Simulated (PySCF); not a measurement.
Two species compared at the same levels of theory.

First species: C6H9PSSi.
SMILES: `C/C([SiH3])=P\c1ccsc1`

Second species: C₆H₉ClO.
Geometry (GFN2-xTB, Å), atoms numbered from 1 in this order:
```
atom  x, y, z in Å
C1    -0.0793    1.7770    0.0699
C2    -0.4060    0.4921    0.2226
C3    -1.7585    0.1693    0.6544
C4    -2.3777   -0.9934    0.8498
Cl5   -1.7374   -2.5776    0.6439
C6     0.5592   -0.6348   -0.0397
C7     1.9826   -0.2132   -0.4084
O8     2.0765    0.5132   -1.6111
H9     0.8882    2.0898   -0.2748
H10   -0.7914    2.5602    0.2696
H11   -2.3734    1.0418    0.8418
H12   -3.4074   -1.0242    1.1731
H13    0.1552   -1.2590   -0.8436
H14    0.6209   -1.2591    0.8545
H15    2.4020    0.4352    0.3643
H16    2.6051   -1.1192   -0.4694
H17    1.6344    0.0141   -2.3067
```

Levels: PBE0/pcSseg-1 for dipole moment, HOMO energy, LUMO energy and HOMO–LUMO gap; GFN2-xTB for rotational constant A and rotational constant C. Geometries: GFN2-xTB. Each structure is a single optimised conformer of the isolated species, non-relativistic unless stated. Electronic properties by PySCF.

The conformers computed, where there is a choice (atom-mapped SMILES and torsion angles):
- `[CH3:1]/[C:2]([SiH3:3])=[P:4]\[c:5]1[cH:6][cH:7][s:8][cH:9]1`: C2–P4–C5–C6 -66°
- `[CH2:1]=[C:2](/[CH:3]=[CH:4]\[Cl:5])[CH2:6][CH2:7][OH:8]`: C1–C2–C3–C4 178°, C1–C2–C6–C7 4°, C2–C6–C7–O8 -63°, H–O8–C7–C6 -52°

Values for the first species:

```
Dipole moment         : 1.72 D
HOMO energy           : -6.84 eV
LUMO energy           : -1.81 eV
HOMO–LUMO gap         : 5.03 eV
Rotational constant A : 3.059 GHz
Rotational constant C : 0.435 GHz
```

Problem. Estimate the same properties for the second species, and the change in each.

Solution. 
```tsv
property	first	second	second less first
dipole moment	1.72 D	0.80 D	-0.92 D
HOMO energy	-6.84 eV	-6.67 eV	+0.17 eV
LUMO energy	-1.81 eV	-0.97 eV	+0.84 eV
HOMO–LUMO gap	5.03 eV	5.70 eV	+0.67 eV
rotational constant A	3.059 GHz	2.896 GHz	-0.163 GHz
rotational constant C	0.435 GHz	0.738 GHz	+0.303 GHz
```

On the first: A dipole of 1.72 D is allowed in C1, and pure rotational transitions are dipole-allowed. In atomic units the dipole is 0.68 e·bohr (1 au = 2.5417 D).

On the second: A dipole of 0.80 D is allowed in C1, and pure rotational transitions are dipole-allowed. The dipole matches unit charges of opposite sign 0.17 Å apart (1 e·Å = 4.8032 D).
